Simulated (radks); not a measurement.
The calcium ion Ca3+ is in [Ne] 3s2 3p5. All-electron calculation, scalar-relativistic Kohn-Sham, PBEsol, spin-polarised, spherical densities, finite nucleus; Fermi nuclear charge, rms radius of each element as measured or else 0.836 A^(1/3) + 0.57 fm. Program: a radial shooting solver on a logarithmic mesh with Libxc functionals. Open shells are filled with parallel spins first. One electron is removed from 2s, 3p, 2p, 3s in turn, with full relaxation. Which removal costs least, and what does each cost?

Answer. 3p 67.136 eV; 3s 87.121 eV; 2p 395.32 eV; 2s 471.69 eV. The 3p electron leaves first.
